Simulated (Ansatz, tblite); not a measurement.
Cost and result up the ladder for Cu₂Se (the lowest singlet isomer of a short search) (3 atoms). The state is a singlet with charge 0. Geometry: PBE0-D4/def2-TZVP.

```xyz
3

Cu   -0.3651    0.6696   -1.2221
Cu    0.0920   -1.4029    0.3138
Se    0.2730    0.7333    0.9083
```

Ansatz on 4 threads of AMD EPYC 7R43 on a shared host; xTB runs through tblite on one thread. Times are rough, summed over both states, and most runs start from the orbitals of an earlier one. PBE0-D4/def2-TZVP serves as the yardstick here, not as an exact answer. The other state is a doublet.

The xTB rows come from tblite. The structure comes from a short search, and lower isomers may exist.

Raw xTB energies of ions are shifted by several eV.

```csv
level,functions,wall time,vertical IE (eV),difference from PBE0-D4/def2-TZVP (eV)
GFN1-xTB,27,0.011 s,13.76,6.23
GFN2-xTB,27,0.012 s,12.38,4.85
PBE-D4/def2-TZVP (with forces),138,7.2 s,7.62,0.09
PBE0-D4/def2-TZVP,138,9.2 s,7.53,0.00
r2SCAN-D4/def2-TZVP,138,13 s,7.55,0.02
```
